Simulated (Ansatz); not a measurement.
Reaction (cleavage of the B–Si bond): `NB[SiH](F)Cl` + H–F → `NBF` + `F[SiH2]Cl`

Program: Ansatz. Geometries: PBE0-D4/def2-TZVP. ΔE: electronic, gas phase. CCSD(T)/CBS is the MP2 limit (def2-TZVPP, def2-QZVPP) plus CCSD(T) − MP2 in def2-TZVPP, frozen cores. This one scheme is used for every species. Functionals use def2-TZVPP. B3LYP here is the variant with VWN-RPA as its local correlation; programs differ in this. HSE06 is defined as in plane-wave codes. One conformer a species, not always the lowest.

```
             level  ΔE (kcal/mol)  difference from CCSD(T)/CBS
       LDA (SPW92)          -33.0                          0.8
            PBE-D4          -31.3                          2.5
         revPBE-D4          -30.3                          3.5
           BLYP-D4          -34.1                         -0.3
         r2SCAN-D4          -35.6                         -1.8
            B97M-V          -36.6                         -2.8
           PBE0-D4          -32.6                          1.2
        r2SCANh-D4          -35.7                         -1.9
        r2SCAN0-D4          -35.9                         -2.1
      CAM-B3LYP-D4          -37.0                         -3.2
           ωB97X-V          -35.2                         -1.4
           ωB97M-V          -35.9                         -2.1
            B2PLYP          -37.0                         -3.2
               PBE          -32.7                          1.1
            revPBE          -32.8                          1.0
              BLYP          -36.8                         -3.0
            r2SCAN          -36.0                         -2.2
              PBE0          -33.9                         -0.1
             B3LYP          -37.4                         -3.6
           r2SCANh          -36.1                         -2.3
             HSE06          -33.8                          0.0
             BHLYP          -39.4                         -5.6
         CAM-B3LYP          -38.3                         -4.5
           LC-ωPBE          -34.9                         -1.1
RPA@PBE/def2-TZVPP          -34.5                         -0.7
       HF/def2-SVP          -43.5                         -9.7
      MP2/def2-SVP          -39.2                         -5.4
     CCSD/def2-SVP          -38.8                         -5.0
  CCSD(T)/def2-SVP          -38.2                         -4.4
     HF/def2-TZVPP          -42.9                         -9.1
    MP2/def2-TZVPP          -35.4                         -1.6
SCS-MP2/def2-TZVPP          -36.6                         -2.8
   CCSD/def2-TZVPP          -35.8                         -2.0
CCSD(T)/def2-TZVPP          -34.8                         -1.0
     HF/def2-QZVPP          -43.1                         -9.3
    MP2/def2-QZVPP          -34.9                         -1.1
SCS-MP2/def2-QZVPP          -36.1                         -2.3
      HF/CBS(def2)          -43.2                         -9.4
     MP2/CBS(def2)          -34.4                         -0.6
    CCSD/CBS(def2)          -34.8                         -1.0
       CCSD(T)/CBS          -33.8                            0
```

Largest T1 diagnostic among the species: 0.012.

At CCSD(T), def2-SVP lies −4.4 kcal/mol from the extrapolated value and def2-TZVPP −1.0 kcal/mol. Leaving LDA and LC-ωPBE aside and taking each functional with its dispersion term where it has one, the values, not all of them listed here, spread over 7.1 kcal/mol, from BHLYP-D4 to revPBE-D4. In def2-TZVPP, CCSD(T) changes the Hartree–Fock value by +8.1 kcal/mol (the triples alone add +1.0 kcal/mol) and MP2 by +7.5 kcal/mol.

CCSD(T)/CBS has its own doubt, a few kJ/mol and more with outer-core shells, so smaller differences from it don't rank the levels.
